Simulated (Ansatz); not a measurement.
Frontier orbitals of CH3F3HfSe, SMILES `C[Se][Hf]([F])([F])[F]`.

Cartesian coordinates in Å:
```
C -0.025 -0.468 1.616
Se 1.492 -0.536 0.351
Hf 0.110 0.428 -1.571
F -1.356 -0.734 -1.897
F 1.227 0.606 -3.091
F -0.604 2.092 -1.000
H -0.770 -1.216 1.352
H 0.391 -0.699 2.594
H -0.465 0.528 1.645
```

Total charge 0; spin multiplicity 1. Correlated methods include outer-core shells of Hf, Se, which these sets cover unevenly. Scalar relativity is left out up to krypton. Hf takes the def2 core potential. The geometry is a stationary point of PBE0-D4/def2-TZVP. It is one conformer, not always the lowest. Basis def2-TZVPP, the Gaussian-basis code of Ansatz.

Orbital energies of one run (eV). Highest occupied ones, from the top: -6.05, -7.04, -8.96, -9.89, -9.97, -9.98, -10.28, -10.50, -10.63, -10.86, -10.90, -11.01, -11.09, -11.22. Empty: -2.32, -1.69, -1.30, -1.08, -0.50, -0.43.

(1) Which functional gave them?
A. CAM-B3LYP
B. ωB97M-V
C. HSE06 (plane-wave form)
D. PBE

## Answers

(1) D. HOMO energies: PBE -6.05, CAM-B3LYP -8.43, HSE06 -6.79, ωB97M-V -9.27 eV.
